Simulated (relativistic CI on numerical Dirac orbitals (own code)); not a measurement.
# Radial parameters of Xe³⁹⁺

Method of calculation: Dirac-Coulomb-Breit CI, orbitals from a KLI potential per configuration, QED by a radiative potential, unscaled Slater integrals (own radial code, finite nucleus).

Slater integrals F^k, G^k are unscaled and averaged over j, outside the closed core [Ne]; ζ comes from projecting the Hamiltonian with its Breit term on Σ l·s of the shell.

- 3s2 3p3: F^2(3p,3p) = 369270, ζ(3p) = 433260 cm⁻¹; <r>(3p) = 0.2673, <r^2>(3p) = 0.08249 (bohr units).
- 3s 3p4: F^2(3p,3p) = 369050, G^1(3s,3p) = 465310, ζ(3p) = 433090 cm⁻¹; <r>(3s) = 0.2756, <r^2>(3s) = 0.08655, <r>(3p) = 0.2675, <r^2>(3p) = 0.0826 (bohr units).
- 3s2 3p2 3d: F^2(3p,3p) = 368910, ζ(3p) = 432720, F^2(3p,3d) = 371250, G^1(3p,3d) = 387590, G^3(3p,3d) = 261670, ζ(3d) = 57635 cm⁻¹; <r>(3p) = 0.2676, <r^2>(3p) = 0.08266, <r>(3d) = 0.2363, <r^2>(3d) = 0.0644 (bohr units).

Averages of the first 10 configurations, taken without configuration mixing, which lowers the lowest level and can move excited configurations by several eV; other configurations of the list can lie among them:

| Configuration | Parity | States | Average energy above the lowest level (eV) |
| --- | --- | --- | --- |
| 3s2 3p3 | odd | 20 | 86.3 |
| 3s 3p4 | even | 30 | 258.4 |
| 3s2 3p2 3d | even | 150 | 282.0 |
| 3p5 | odd | 6 | 446.4 |
| 3s 3p3 3d | odd | 400 | 447.2 |
| 3p4 3d | even | 150 | 628.4 |
| 3s 3p2 3d2 | even | 1350 | 642.2 |
| 3s2 3p 3d 4p | even | 360 | 1601.3 |
| 3p4 4s | even | 30 | 1686.6 |
| 3s 3p2 3d 4s | even | 600 | 1691.3 |
